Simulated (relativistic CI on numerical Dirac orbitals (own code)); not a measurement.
# Line list: Electric-dipole lines, Tb⁵⁵⁺

Method of calculation: Dirac-Coulomb-Breit CI, separate exchange-only KLI orbitals for each configuration, model QED (radiative potential, 1s self-energy scaled to tabulated hydrogen-like ionisation energies), unscaled Slater integrals (own radial code, finite nucleus).

Configurations in the expansion (outside the closed core 1s2): 2s2.2p6, 2s2.2p5.3s, 2s2.2p5.3p, 2s2.2p5.3d, 2s.2p6.3s, 2s.2p6.3p, 2s.2p6.3d, 2s2.2p5.4s, 2s2.2p5.4p, 2s2.2p5.4d, 2s2.2p5.4f, 2s2.2p4.3s2, 2s.2p6.4s, 2s.2p6.4p, 2s2.2p4.3s.3p, 2s.2p6.4d. Levels of other configurations are missing.

| λ vac (Å) | Lower | Upper | A (s⁻¹) | gf | Branching (%) |
| --- | --- | --- | --- | --- | --- |
| 1.3825 | 2s2.2p6 1S_0 [1] | 2s2.2p5.4d 1P°_1 [53] | 5.97e+14 | 5.13e-01 | 89.6 |
| 1.6389 | 2s2.2p6 1S_0 [1] | 2s2.2p5.3d 3D°_1 [27] | 1.20e+15 | 1.45e+00 | 99.9 |
| 1.8059 | 2s2.2p6 1S_0 [1] | 2s2.2p5.3d 1P°_1 [17] | 1.61e+15 | 2.36e+00 | 100.0 |
| 4.8206 | 2s2.2p5.3s 3P°_2 [2] | 2s2.2p5.4p 3D_3 [42] | 2.47e+13 | 6.02e-01 | 80.8 |
| 4.9445 | 2s2.2p5.3p 3P_1 [4] | 2s2.2p5.4d 3D°_2 [49] | 2.70e+13 | 4.94e-01 | 39.7 |
| 4.9501 | 2s2.2p5.3p 3P_1 [4] | 2s2.2p5.4d 3P°_1 [47] | 4.59e+13 | 5.06e-01 | 58.2 |
| 4.9531 | 2s2.2p5.3p 3D_2 [5] | 2s2.2p5.4d 3F°_3 [48] | 5.58e+13 | 1.44e+00 | 81.9 |
| 5.3376 | 2s2.2p5.3p 3P_1 [22] | 2s2.2p5.4d 3P°_2 [70] | 5.90e+13 | 1.26e+00 | 84.8 |
| 5.3441 | 2s2.2p5.3p 1P_1 [7] | 2s2.2p5.4d 1D°_2 [51] | 4.50e+13 | 9.63e-01 | 64.5 |
| 5.3485 | 2s2.2p5.3p 3D_3 [6] | 2s2.2p5.4d 3F°_4 [50] | 6.94e+13 | 2.68e+00 | 99.6 |
| 5.3487 | 2s2.2p5.3p 3D_2 [23] | 2s2.2p5.4d 3F°_3 [71] | 6.92e+13 | 2.08e+00 | 99.6 |
| 5.3596 | 2s.2p6.3p 3P°_2 [32] | 2s.2p6.4d 3D_3 [84] | 6.91e+13 | 2.08e+00 | 89.3 |
| 5.3615 | 2s2.2p5.3p 3P_2 [8] | 2s2.2p5.4d 3D°_3 [52] | 5.56e+13 | 1.68e+00 | 80.1 |
| 5.6002 | 2s2.2p5.3d 3P°_0 [10] | 2s2.2p5.4f 3D_1 [54] | 6.85e+13 | 9.66e-01 | 46.5 |
| 5.6158 | 2s2.2p5.3d 3P°_1 [11] | 2s2.2p5.4f 3D_2 [56] | 8.07e+13 | 1.91e+00 | 55.3 |
| 5.6174 | 2s2.2p5.3d 3F°_2 [26] | 2s2.2p5.4f 3G_3 [72] | 1.35e+14 | 4.47e+00 | 93.3 |
| 5.6194 | 2s2.2p5.3d 3F°_3 [12] | 2s2.2p5.4f 3F_3 [57] | 2.73e+13 | 9.04e-01 | 18.9 |
| 5.6211 | 2s2.2p5.3d 3P°_1 [11] | 2s2.2p5.4f 3D_1 [54] | 6.78e+13 | 9.64e-01 | 46.0 |
| 5.6260 | 2s2.2p5.3d 3F°_3 [12] | 2s2.2p5.4f 3G_4 [55] | 1.34e+14 | 5.74e+00 | 93.0 |
| 5.6351 | 2s2.2p5.3d 3D°_2 [13] | 2s2.2p5.4f 3F_3 [57] | 1.06e+14 | 3.52e+00 | 73.2 |
| 5.6377 | 2s2.2p5.3d 3D°_2 [13] | 2s2.2p5.4f 3D_2 [56] | 4.95e+13 | 1.18e+00 | 33.9 |
| 5.6605 | 2s2.2p5.3d 3D°_1 [27] | 2s2.2p5.4f 3F_2 [73] | 1.08e+14 | 2.60e+00 | 74.3 |
| 5.7166 | 2s2.2p5.3d 3F°_4 [14] | 2s2.2p5.4f 3G_5 [58] | 1.41e+14 | 7.62e+00 | 99.8 |
| 5.7210 | 2s2.2p5.3d 3P°_2 [28] | 2s2.2p5.4f 3D_3 [75] | 1.35e+14 | 4.63e+00 | 94.7 |
| 5.7262 | 2s2.2p5.3d 1D°_2 [15] | 2s2.2p5.4f 1F_3 [60] | 1.16e+14 | 4.01e+00 | 81.8 |
| 5.7298 | 2s2.2p5.3d 3F°_3 [30] | 2s2.2p5.4f 3G_4 [74] | 1.41e+14 | 6.25e+00 | 99.8 |
| 5.7470 | 2s2.2p5.3d 3D°_3 [16] | 2s2.2p5.4f 3F_4 [61] | 1.25e+14 | 5.56e+00 | 88.4 |
| 5.8208 | 2s2.2p5.3d 1P°_1 [17] | 2s2.2p5.4f 1D_2 [59] | 1.14e+14 | 2.89e+00 | 78.7 |
| 35.434 | 2s2.2p5.3p 3D_2 [5] | 2s2.2p5.3d 3F°_3 [12] | 4.58e+11 | 6.04e-01 | 98.6 |
| 37.743 | 2s2.2p5.3s 3P°_2 [2] | 2s2.2p5.3p 3D_3 [6] | 5.46e+11 | 8.16e-01 | 100.0 |

Terms are leading LS components. Brackets give the number of a level in order of energy, since labels repeat. The list gives strong lines, with weight on those to low levels, without lines whose two gauges differ by over a factor of 2.5, among the lowest 85 of 132 levels, so that lines to higher ones, which can be the strongest, are missing. Levels whose partners in the same complex of configurations lie outside the list can be far off, and so can their lines. Rates are taken at the computed energies, electric ones in the length gauge.

At this charge energies of transitions that change n are usually good to better than 1 %, and those within a shell (Δn = 0) to a few per cent.

LS names give the leading component of a level, which can be under half, so a name can repeat, a term be missing and a line seem to break the LS rules.
